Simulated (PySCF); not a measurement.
Input of a run (PBE0-D3(BJ)/def2-SVP geometry optimisation, gas phase (PySCF 2.14.0)), started from GFN2-xTB:
```
{"job": {"xc": "PBE0", "basis": "def2-SVP", "d3": "d3bj", "grid": 1, "shake": 0.01, "kind": "geom"}, "charge": 0, "multiplicity": 1}
F     -2.065520     1.415100     1.334080
Ge    -1.551960     0.350820     0.046040
Cl    -1.956230    -1.595590     0.627880
N      0.256960     0.665940    -0.124840
Ge     1.546000    -0.593340    -0.219530
H     -2.380070     0.832300    -1.116780
H      0.520000     1.582910     0.174710
H      1.158160    -1.551960    -1.272830
H      1.748080    -1.299630     1.112430
H      2.775020     0.172530    -0.582200
```

Output (energies in Eh, forces in Eh/bohr):
```
step   0  E = -4770.28198280  max force = 0.041766
step   1  E = -4770.28815217  max force = 0.020428
step   2  E = -4770.28945985  max force = 0.004934
step   3  E = -4770.28975948  max force = 0.002671
step   4  E = -4770.28985577  max force = 0.001423
step   5  E = -4770.28988320  max force = 0.000786
step   6  E = -4770.28990694  max force = 0.001199
step   7  E = -4770.28996322  max force = 0.002664
step   8  E = -4770.29001785  max force = 0.003845
step   9  E = -4770.29008012  max force = 0.002269
step  10  E = -4770.29016045  max force = 0.001206
step  11  E = -4770.29018012  max force = 0.001211
step  12  E = -4770.29028489  max force = 0.002753
step  13  E = -4770.29037610  max force = 0.003423
step  14  E = -4770.29056913  max force = 0.002884
step  15  E = -4770.29069781  max force = 0.002067
step  16  E = -4770.29075251  max force = 0.000756
step  17  E = -4770.29075985  max force = 0.000722
step  18  E = -4770.29077256  max force = 0.000309
optimisation converged
```

Summarise the run.

The energy falls by 0.239 eV over 19 energy and gradient evaluations, the largest force component goes from 0.0418 to 3.1e-04 Eh/bohr, and the atoms move by 0.383 Å rms after alignment. The bond that changes most is Ge2–Cl3 (ends: germanium bonded to Cl, F, N and H; chlorine bonded to Ge), which lengthens by 0.075 Å. Bonds longer at the end by more than 0.005 Å: 7 of 9; shorter: 2. Among the angles that change most is F1–Ge2–N4, from 104.6° to 111.4°. Among the dihedrals that turn most is F1–Ge2–N4–H7, from -26° to -75°. The energy never rose by more than 1e-6 Eh on the way. The first step brought 70 % of the lowering.

What are the final bond lengths?

F1–Ge2 1.739 Å, Ge2–Cl3 2.146 Å, Ge2–N4 1.791 Å, N4–Ge5 1.853 Å, Ge2–H6 1.527 Å, N4–H7 1.015 Å, Ge5–H8 1.537 Å, Ge5–H9 1.537 Å, Ge5–H10 1.538 Å. Numbering counts from 1 in the input's order; the species is `[F][Ge@H]([Cl])[NH][GeH3]`.

The run used 135 basis functions and 126 SCF cycles in all. The run took 3.1 min of wall time on one thread of an Arm Neoverse V1, no GPU, on a shared host, and the process peaked at 0.59 GiB of memory.

No PBE0-D3(BJ)/def2-SVP frequencies stand behind this structure, so it isn't proved a minimum. One conformer, not necessarily the lowest.
